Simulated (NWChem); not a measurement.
Everything below was run with NWChem. System: FGaI2, charge 0, spin multiplicity 1, at a geometry optimised with B3LYP/def2-SVP with def2 effective core potentials on I. The structure started from a generated list of species. Level: LC-wPBE (omega 0.3 per bohr)/def2-TZVP with def2 effective core potentials on I.

Input file:

```
start mol
memory heap 200 mb stack 800 mb global 1000 mb
geometry units angstroms nocenter noautoz
  Ga     0.000000     0.000000    -0.708326
  F      0.000000     0.000000    -2.460976
  I     -2.214697     0.000000     0.416103
  I      2.214697     0.000000     0.416103
  symmetry group C2v
end
basis spherical
  * library def2-tzvp
end
ecp
  I library def2-ecp
end
dft
  xc xwpbe 1.00 cpbe96 1.0 hfexch 1.00
  cam 0.3 cam_alpha 0.00 cam_beta 1.00
  direct
  iterations 100
end
task dft energy
```

Part of the output:

```
             Northwest Computational Chemistry Package (NWChem) 7.3.0
             --------------------------------------------------------

                                NWChem Input Module
                                -------------------

 Scaling coordinates for geometry "geometry" by  1.889725989
 (inverse scale =  0.529177249)

 Turning off AUTOSYM since
 SYMMETRY directive was detected!

                             Geometry "geometry" -> ""
                             -------------------------

 Output coordinates in angstroms (scale by  1.889725989 to convert to a.u.)

  No.       Tag          Charge          X              Y              Z
 ---- ---------------- ---------- -------------- -------------- --------------
    1 Ga                  31.0000     0.00000000     0.00000000    -0.70832600
    2 F                    9.0000     0.00000000     0.00000000    -2.46097600
    3 I                   53.0000    -2.21469700     0.00000000     0.41610300
    4 I                   53.0000     2.21469700     0.00000000     0.41610300

 Effective nuclear repulsion energy (a.u.)    1258.9611076363

            Nuclear Dipole moment (a.u.)
            ----------------------------
        X                 Y               Z
 ---------------- ---------------- ----------------
     0.0000000000     0.0000000000     0.0000529123

      Symmetry information
      --------------------

 Group name             C2v
 Group number             16
 Group order               4
 No. of unique centers     3

      Symmetry unique atoms

     1    2    3


 Summary of "ao basis" -> "" (spherical)
 ------------------------------------------------------------------------------
       Tag                 Description            Shells   Functions and Types
 ---------------- ------------------------------  ------  ---------------------
 *                         def2-tzvp                  on all atoms

 Summary of "ao basis" -> "ao basis" (spherical)
 ------------------------------------------------------------------------------
       Tag                 Description            Shells   Functions and Types
 ---------------- ------------------------------  ------  ---------------------
 Ga                        def2-tzvp                16       48   6s5p4d1f
 F                         def2-tzvp                11       31   5s3p2d1f
 I                         def2-tzvp                16       50   6s5p3d2f

 Summary of "ao basis" -> "ao basis" (spherical)
 ------------------------------------------------------------------------------
       Tag                 Description            Shells   Functions and Types
 ---------------- ------------------------------  ------  ---------------------
 Ga                        def2-tzvp                16       48   6s5p4d1f
 F                         def2-tzvp                11       31   5s3p2d1f
 I                         def2-tzvp                16       50   6s5p3d2f

      Symmetry analysis of basis
      --------------------------

        a1         68
        a2         25
        b1         51
        b2         35

  int_init: cando_txs set to always be  F

            General Information
            -------------------
          SCF calculation type: DFT
          Wavefunction type:  closed shell.
          No. of atoms     :     4
          No. of electrons :    90
           Alpha electrons :    45
            Beta electrons :    45
          Charge           :     0
          Spin multiplicity:     1
          Use of symmetry is: on ; symmetry adaption is: on
          Maximum number of iterations: 100
          This is a Direct SCF calculation.
          AO basis - number of functions:   179
                     number of shells:    59
          Convergence on energy requested:  1.00D-06
          Convergence on density requested:  1.00D-05
          Convergence on gradient requested:  5.00D-04

              XC Information
              --------------
                     Hartree-Fock (Exact) Exchange  1.000
                     LC-wPBE(h)Exchange Functional  1.000
            Perdew 1991 LDA Correlation Functional  1.000 local
           PerdewBurkeErnz. Correlation Functional  1.000 non-local

           Range-Separation Parameters
           ---------------------------
           Alpha           :  0.00
           Beta            :  1.00
           Gamma           :  0.30
           Short-Range HF  :     F

             Grid Information
             ----------------
          Grid used for XC integration:  medium
          Radial quadrature: Mura-Knowles
          Angular quadrature: Lebedev.
          Tag              B.-S. Rad. Rad. Pts. Rad. Cut. Ang. Pts.
          ---              ---------- --------- --------- ---------
          Ga                  1.30      112          10.0       590
          F                   0.50       49          11.0       434
          I                   1.40      123          13.0       590
          Grid pruning is: on
          Number of quadrature shells:   284
          Spatial weights used:  Erf1

          Convergence Information
          -----------------------
          Convergence aids based upon iterative change in
          total energy or number of iterations.
          Levelshifting, if invoked, occurs when the
          HOMO/LUMO gap drops below (HL_TOL):  1.00D-02
          DIIS, if invoked, will attempt to extrapolate
          using up to (NFOCK): 10 stored Fock matrices.

                    Damping( 0%)  Levelshifting(0.5)       DIIS
                  --------------- ------------------- ---------------
          dE  on:    start            ASAP                start
          dE off:    2 iters        100 iters           100 iters

      Screening Tolerance Information
      -------------------------------
          Density screening/tol_rho:  1.00D-10
          AO Gaussian exp screening on grid/accAOfunc:  14
          CD Gaussian exp screening on grid/accCDfunc:  20
          XC Gaussian exp screening on grid/accXCfunc:  20
          Schwarz screening/accCoul:  1.00D-08

      Superposition of Atomic Density Guess
      -------------------------------------

 Sum of atomic energies:       -2716.96642581

      Non-variational initial energy
      ------------------------------

 Total energy =   -2616.364780
 1-e energy   =   -4967.273869
 2-e energy   =    1796.184811
 HOMO         =      -0.350128
 LUMO         =      -0.067507

      Symmetry analysis of molecular orbitals - initial
      -------------------------------------------------

  Numbering of irreducible representations:

     1 a1          2 a2          3 b1          4 b2

  Orbital symmetries:

     1 a1          2 a1          3 b1          4 a1          5 b2
     6 a1          7 a1          8 b1          9 a1         10 a1
    11 b1         12 a1         13 b2         14 b1         15 a2
    16 a1         17 b1         18 b2         19 a1         20 b1
    21 a1         22 b2         23 a2         24 b1         25 a1
    26 b2         27 a2         28 b1         29 a1         30 b1
    31 a1         32 b2         33 a2         34 a1         35 a1
    36 b1         37 a1         38 b1         39 b2         40 a1
    41 b1         42 b2         43 a1         44 a2         45 b1
    46 a1         47 b2         48 a1         49 b1         50 a1
    51 a1         52 b1         53 a1         54 b1         55 b2

   convergence    iter        energy       DeltaE   RMS-Dens  Diis-err    time
 ---------------- ----- ----------------- --------- --------- ---------  ------
 d= 0,ls=0.0,diis     1  -2619.9025592118 -3.17D+03  6.57D-03  1.39D+00    34.1
 d= 0,ls=0.0,diis     2  -2619.8960261072  6.53D-03  2.80D-03  1.70D+00    59.8
 d= 0,ls=0.0,diis     3  -2620.0175149492 -1.21D-01  6.88D-04  8.39D-02    86.7
 d= 0,ls=0.0,diis     4  -2620.0222294327 -4.71D-03  2.24D-04  8.52D-03   114.8
 d= 0,ls=0.0,diis     5  -2620.0227118046 -4.82D-04  6.01D-05  4.36D-04   140.7
  Resetting Diis
 d= 0,ls=0.0,diis     6  -2620.0227407168 -2.89D-05  2.89D-05  1.15D-05   166.3
 d= 0,ls=0.0,diis     7  -2620.0227433847 -2.67D-06  1.45D-05  6.35D-06   192.7
 d= 0,ls=0.0,diis     8  -2620.0227435501 -1.65D-07  6.22D-06  8.91D-06   221.0

         Total DFT energy =    -2620.022743550134
      One electron energy =    -4965.643214637687
           Coulomb energy =     1920.645142973446
    Exchange-Corr. energy =     -129.748950393622
 Nuclear repulsion energy =      554.724278507730

 Numeric. integr. density =       90.000003848611

     Total iterative time =    215.5s

                  Occupations of the irreducible representations
                  ----------------------------------------------

                     irrep           alpha         beta
                     --------     --------     --------
                     a1               19.0         19.0
                     a2                5.0          5.0
                     b1               13.0         13.0
                     b2                8.0          8.0

                       DFT Final Molecular Orbital Analysis
                       ------------------------------------

 Vector   43  Occ=2.000000D+00  E=-3.893714D-01  Symmetry=a1
              MO Center= -5.4D-14, -6.2D-16,  3.3D-01, r^2= 6.6D+00
   Bfn.  Coefficient  Atom+Function         Bfn.  Coefficient  Atom+Function
  ----- ------------  ---------------      ----- ------------  ---------------
    97      0.364932  3 I  pz               147      0.364932  4 I  pz
    91     -0.303640  3 I  pz               141     -0.303640  4 I  pz
    94      0.243241  3 I  pz               144      0.243241  4 I  pz
   100      0.151861  3 I  pz               150      0.151861  4 I  pz
    95      0.123480  3 I  px               145     -0.123480  4 I  px

 Vector   44  Occ=2.000000D+00  E=-3.818633D-01  Symmetry=a2
              MO Center= -1.5D-13, -1.2D-14,  3.8D-01, r^2= 6.7D+00
   Bfn.  Coefficient  Atom+Function         Bfn.  Coefficient  Atom+Function
  ----- ------------  ---------------      ----- ------------  ---------------
    96      0.397449  3 I  py               146     -0.397449  4 I  py
    90     -0.328164  3 I  py               140      0.328164  4 I  py
    93      0.262324  3 I  py               143     -0.262324  4 I  py
    99      0.174973  3 I  py               149     -0.174973  4 I  py
    22      0.057774  1 Ga d -2              87     -0.041725  3 I  py

 Vector   45  Occ=2.000000D+00  E=-3.759530D-01  Symmetry=b1
              MO Center=  1.0D-13,  2.8D-16,  3.7D-01, r^2= 6.8D+00
   Bfn.  Coefficient  Atom+Function         Bfn.  Coefficient  Atom+Function
  ----- ------------  ---------------      ----- ------------  ---------------
    97      0.318201  3 I  pz               147     -0.318201  4 I  pz
    91     -0.259434  3 I  pz               141      0.259434  4 I  pz
    95      0.247694  3 I  px               145      0.247694  4 I  px
    89     -0.209617  3 I  px               139     -0.209617  4 I  px
    94      0.207940  3 I  pz               144     -0.207940  4 I  pz

 Vector   46  Occ=0.000000D+00  E=-2.734022D-02  Symmetry=a1
              MO Center=  8.7D-14,  1.3D-14, -8.5D-02, r^2= 6.4D+00
   Bfn.  Coefficient  Atom+Function         Bfn.  Coefficient  Atom+Function
  ----- ------------  ---------------      ----- ------------  ---------------
     6      0.975953  1 Ga s                  5      0.526874  1 Ga s
    98     -0.338089  3 I  px               148      0.338089  4 I  px
    95     -0.252539  3 I  px               145      0.252539  4 I  px
    85     -0.246593  3 I  s                135     -0.246593  4 I  s
     4     -0.216506  1 Ga s                 89      0.209920  3 I  px

 Vector   47  Occ=0.000000D+00  E= 3.654663D-03  Symmetry=b2
              MO Center=  2.8D-13,  8.4D-14, -4.4D-01, r^2= 4.7D+00
   Bfn.  Coefficient  Atom+Function         Bfn.  Coefficient  Atom+Function
  ----- ------------  ---------------      ----- ------------  ---------------
    20      0.705268  1 Ga py                17      0.467863  1 Ga py
    99     -0.222572  3 I  py               149     -0.222572  4 I  py
    11     -0.184502  1 Ga py                96     -0.140339  3 I  py
   146     -0.140339  4 I  py                55     -0.122627  2 F  py
    90      0.123061  3 I  py               140      0.123061  4 I  py

 Vector   48  Occ=0.000000D+00  E= 9.039242D-02  Symmetry=a1
              MO Center=  2.0D-13,  9.9D-15, -5.6D-01, r^2= 6.5D+00
   Bfn.  Coefficient  Atom+Function         Bfn.  Coefficient  Atom+Function
  ----- ------------  ---------------      ----- ------------  ---------------
    21      1.060747  1 Ga pz                98     -0.338744  3 I  px
   148      0.338744  4 I  px                53      0.326338  2 F  s
    18      0.313884  1 Ga pz                85     -0.309504  3 I  s
   135     -0.309504  4 I  s                 39      0.214377  1 Ga d  0
     6      0.141991  1 Ga s                100     -0.132846  3 I  pz

 center of mass
 --------------
 x =   0.00000000 y =   0.00000000 z =   0.05546996

 moments of inertia (a.u.)
 ------------------
         690.261112712843           0.000000000000           0.000000000000
           0.000000000000        5135.747584475541           0.000000000000
           0.000000000000           0.000000000000        4445.486471762697

     Multipole analysis of the density
     ---------------------------------

     L   x y z        total         alpha         beta         nuclear
     -   - - -        -----         -----         ----         -------
     0   0 0 0      0.000000    -45.000000    -45.000000     90.000000

     1   1 0 0      0.000000      0.000000      0.000000      0.000000
     1   0 1 0      0.000000      0.000000      0.000000      0.000000
     1   0 0 1      0.572939     22.303421     22.303421    -44.033904

     2   2 0 0    -53.340296   -464.561446   -464.561446    875.782596
     2   1 1 0     -0.000000     -0.000000     -0.000000      0.000000
     2   1 0 1      0.000000      0.000000      0.000000      0.000000
     2   0 2 0    -53.614190    -26.807095    -26.807095      0.000000
     2   0 1 1      0.000000      0.000000      0.000000      0.000000
     2   0 0 2    -60.025765   -170.566775   -170.566775    281.107785

 Task  times  cpu:      221.0s     wall:      221.0s

 Total times  cpu:      221.1s     wall:      221.1s
```
